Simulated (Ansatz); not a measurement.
`BCSC[SiH3]` and `OCSC[SiH3]` differ in one atom or group.

Ansatz, PBE0-D4/def2-TZVP geometries, multiplicity 1. Each molecule was computed in one conformer, which needn't be the lowest.

| property | `BCSC[SiH3]` |
| --- | --- |
| HOMO–LUMO gap (ωB97M-V/def2-TZVPP) / eV | 8.87 |
| LUMO energy (ωB97M-V/def2-TZVPP) / eV | 0.36 |
| HOMO–LUMO gap (PBE/def2-TZVPP) / eV | 2.53 |
| size of the dipole moment (PBE/def2-TZVPP) / D | 1.53 |
| HOMO–LUMO gap (PBE0/def2-TZVPP) / eV | 4.74 |
| HOMO energy (PBE/def2-TZVPP) / eV | -5.16 |

Problem. What does the change do to each property? (Estimate.)

Solution. Ansatz gave: 
```csv
property,`OCSC[SiH3]`,shift
HOMO–LUMO gap (ωB97M-V/def2-TZVPP) / eV,10.85,1.98
LUMO energy (ωB97M-V/def2-TZVPP) / eV,2.03,1.67
HOMO–LUMO gap (PBE/def2-TZVPP) / eV,4.92,2.39
size of the dipole moment (PBE/def2-TZVPP) / D,0.86,-0.67
HOMO–LUMO gap (PBE0/def2-TZVPP) / eV,7.01,2.27
HOMO energy (PBE/def2-TZVPP) / eV,-5.44,-0.28
```

With PBE0 the HOMO falls by 0.30 eV and the LUMO rises by 1.97 eV, so the gap widens by about 2.27 eV. PBE moves the HOMO by -0.28 eV and ωB97M-V by -0.31 eV. Dipoles are sizes alone; their direction can turn.
